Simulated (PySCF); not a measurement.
## Basis-set dependence of population analyses: `C=CB(C=C)C=C`

C6H9B.
SMILES with atom numbers: `[CH2:1]=[CH:2][B:3]([CH:4]=[CH2:5])[CH:6]=[CH2:7]` (hydrogens: H8, H9 on C1; H10 on C2; H11 on C4; H12, H13 on C5; H14 on C6; H15, H16 on C7)

Cartesian coordinates in Å at the PBE0-D3(BJ)/def2-SVP level; atoms count from 1:
```xyz
16
C6H9B angstrom
C     -2.485    0.311    0.082
C     -1.371    0.763   -0.520
B      0.076    0.320   -0.139
C      1.240    1.335   -0.379
C      2.528    1.091   -0.085
C      0.362   -1.090    0.463
C     -0.346   -2.191    0.158
H     -2.438   -0.451    0.867
H     -3.481    0.699   -0.160
H     -1.498    1.563   -1.264
H      1.006    2.316   -0.817
H      3.324    1.823   -0.264
H      2.845    0.137    0.351
H      1.233   -1.234    1.117
H     -1.206   -2.147   -0.518
H     -0.082   -3.183    0.543
```

PBE0 throughout (PySCF), one geometry, spherical d and f functions. Geometry: PBE0-D3(BJ)/def2-SVP, one conformer, isolated molecule. Atoms taken as equivalent share a column and are averaged.

Mulliken charges (e):

```csv
basis,functions,C1/C5/C7,C2/C4/C6,B3,H8/H13/H15,H9/H12/H16,H10/H11/H14
STO-3G,44,-0.147,-0.176,+0.267,+0.084,+0.080,+0.070
pcSseg-0,81,-0.375,-0.663,+1.119,+0.222,+0.223,+0.221
6-31G,81,-0.350,-0.294,+0.524,+0.166,+0.158,+0.145
6-31G*,116,-0.379,-0.230,+0.325,+0.177,+0.171,+0.152
cc-pVDZ,143,-0.045,-0.107,+0.144,+0.049,+0.045,+0.010
def2-SVP,143,-0.074,-0.070,-0.025,+0.059,+0.053,+0.040
pcSseg-1,164,-0.166,-0.417,+0.669,+0.125,+0.123,+0.111
aug-cc-pVDZ,242,+0.559,+0.720,+0.458,-0.432,-0.401,-0.599
"6-311+G(2d,p)",243,-0.326,-0.216,+0.556,+0.128,+0.125,+0.104
def2-TZVP,271,-0.230,-0.233,+0.262,+0.142,+0.129,+0.105
```

IAO charges (e):

```
        basis  functions  C1/C5/C7  C2/C4/C6      B3  H8/H13/H15  H9/H12/H16  H10/H11/H14
       STO-3G         44    -0.220    -0.247  +0.227      +0.129      +0.134       +0.128
     pcSseg-0         81    -0.239    -0.250  +0.191      +0.143      +0.145       +0.138
        6-31G         81    -0.255    -0.255  +0.212      +0.149      +0.150       +0.140
       6-31G*        116    -0.239    -0.255  +0.217      +0.143      +0.144       +0.135
      cc-pVDZ        143    -0.241    -0.254  +0.207      +0.144      +0.145       +0.138
     def2-SVP        143    -0.233    -0.250  +0.202      +0.140      +0.141       +0.135
     pcSseg-1        164    -0.241    -0.256  +0.208      +0.144      +0.146       +0.138
  aug-cc-pVDZ        242    -0.251    -0.260  +0.211      +0.148      +0.150       +0.142
6-311+G(2d,p)        243    -0.251    -0.261  +0.212      +0.148      +0.150       +0.142
    def2-TZVP        271    -0.250    -0.261  +0.213      +0.148      +0.150       +0.142
```

Hirshfeld charges (e):

```
        basis  functions  C1/C5/C7  C2/C4/C6      B3  H8/H13/H15  H9/H12/H16  H10/H11/H14
       STO-3G         44    -0.032    -0.087  +0.148      +0.026      +0.026       +0.017
     pcSseg-0         81    -0.056    -0.107  +0.136      +0.039      +0.045       +0.034
        6-31G         81    -0.064    -0.107  +0.141      +0.042      +0.045       +0.037
       6-31G*        116    -0.063    -0.109  +0.139      +0.042      +0.046       +0.038
      cc-pVDZ        143    -0.061    -0.111  +0.138      +0.042      +0.046       +0.038
     def2-SVP        143    -0.062    -0.113  +0.141      +0.042      +0.047       +0.038
     pcSseg-1        164    -0.064    -0.114  +0.148      +0.043      +0.048       +0.037
  aug-cc-pVDZ        242    -0.070    -0.118  +0.150      +0.046      +0.050       +0.041
6-311+G(2d,p)        243    -0.066    -0.118  +0.144      +0.046      +0.049       +0.041
    def2-TZVP        271    -0.067    -0.116  +0.145      +0.045      +0.049       +0.041
```

Some averages cover members that differ in this geometry, most widely: C1/C5/C7, Mulliken in aug-cc-pVDZ +0.482 to +0.610; H10/H11/H14, Mulliken in aug-cc-pVDZ -0.667 to -0.545; C1/C5/C7, Mulliken in 6-311+G(2d,p) -0.359 to -0.269; C2/C4/C6, Mulliken in aug-cc-pVDZ +0.678 to +0.755 e.

Problem. Which scheme is steadiest as the basis changes?

Solution. Largest range over the bases for any column: IAO 0.04 e, Hirshfeld 0.04 e, Mulliken 1.38 e. IAO and Hirshfeld charges move least and Mulliken charges most, counted in e. Without the minimal STO-3G basis the ranges are IAO 0.03, Hirshfeld 0.01, Mulliken 1.38 e.

Problem. How much do the charges still move between the two largest bases, 6-311+G(2d,p) and def2-TZVP?

Solution. At most, over all atoms: Mulliken 0.295 e, IAO 0.001 e, Hirshfeld 0.002 e.

Problem. What do the same runs give for the total energy, the frontier levels and the dipole moment?

Solution. 
```
        basis  energy (Eh)  HOMO (eV)  LUMO (eV)  μ (D)
       STO-3G    -255.3792      -5.76       0.49   0.20
     pcSseg-0    -257.9604      -7.69      -2.00   0.24
        6-31G    -258.4561      -7.39      -1.74   0.20
       6-31G*    -258.5030      -7.35      -1.73   0.19
      cc-pVDZ    -258.5260      -7.50      -1.93   0.18
     def2-SVP    -258.3251      -7.57      -1.99   0.20
     pcSseg-1    -258.4796      -7.64      -2.08   0.24
  aug-cc-pVDZ    -258.5389      -7.62      -2.11   0.20
6-311+G(2d,p)    -258.5810      -7.63      -2.11   0.20
    def2-TZVP    -258.5999      -7.63      -2.08   0.19
```
